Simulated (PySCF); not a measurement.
## Calculated properties of `C#CC=C=CCC=C`

Species: C8H8.
Atom-mapped SMILES: `[CH:1]#[C:2][CH:3]=[C:4]=[CH:5][CH2:6][CH:7]=[CH2:8]` (hydrogens: H9 on C1; H10 on C3; H11 on C5; H12, H13 on C6; H14 on C7; H15, H16 on C8)

Structure used (PBE0-D3(BJ)/def2-SVP), in Å, numbered top down from 1:
```xyz
16
C8H8 angstrom
C      3.9936    1.9054    1.9465
C      3.2664    1.4388    1.0944
C      2.4366    0.9045    0.0666
C      1.3300    0.2204    0.2889
C      0.2284   -0.4464    0.5086
C     -1.1494    0.1617    0.6168
C     -2.0534   -0.3131   -0.4825
C     -3.1554   -1.0415   -0.3034
H      4.6316    2.3156    2.7069
H      2.7519    1.0780   -0.9718
H      0.2915   -1.5391    0.6042
H     -1.5855   -0.1044    1.5944
H     -1.0593    1.2596    0.5863
H     -1.7486   -0.0383   -1.4999
H     -3.4870   -1.3389    0.6971
H     -3.7709   -1.3636   -1.1473
```

Among its groups: alkyne, allene or cumulene and C=C double bond.

From PBE0-D3(BJ)/def2-SVP geometry optimisation, gas phase (PySCF):

* Point group: C1
* Rotational constants A, B, C: 10.815, 0.660, 0.645 GHz

CAM-B3LYP/def2-SVPD ground state and vertical TDDFT (core frozen in the response) (PySCF):

* Dipole moment: 0.90 D
* HOMO energy: -8.21 eV
* LUMO energy: 0.26 eV
* HOMO–LUMO gap: 8.47 eV
* Lowest singlet excitation: 5.36 eV (231 nm, f = 0.005)
* Strongest line among the 6 lowest singlet transitions: S3 at 5.67 eV (219 nm, f = 0.466)
* Static isotropic polarisability: 106.0 au
* Electronic spatial extent ⟨r²⟩ about the centre of nuclear charge: 1703 bohr²

Monoisotopic mass (most abundant isotopes): 104.0626 u.

With B = h/(8π²I), that is 505.379 GHz u Å² over I, the principal moments of inertia are 46.7, 765.3 and 783.1 u Å² (most abundant isotopes); the inertial defect Ic − Ia − Ib is -28.9 u Å² (zero for a rigid planar frame, negative otherwise). S1 lies 3.11 eV below the HOMO–LUMO gap; its leading configuration is HOMO−1→LUMO, weight 0.44, beside HOMO−2→LUMO, weight 0.28. The 6 singlets span 5.36 to 6.81 eV, and their oscillator strengths add up to 0.52. The polarisability is 15.71 Å³ as a volume (1 au = 0.148185 Å³), or 1.89 au for each of the 56 electrons. The dipole equals about 3.0 × 10⁻³⁰ C·m (1 D = 3.33564 × 10⁻³⁰ C·m). No computed singlet falls in the visible range (750 to 380 nm, 1.65 to 3.26 eV); S1 lies 2.10 eV above its blue end.

One conformer stands for the species.
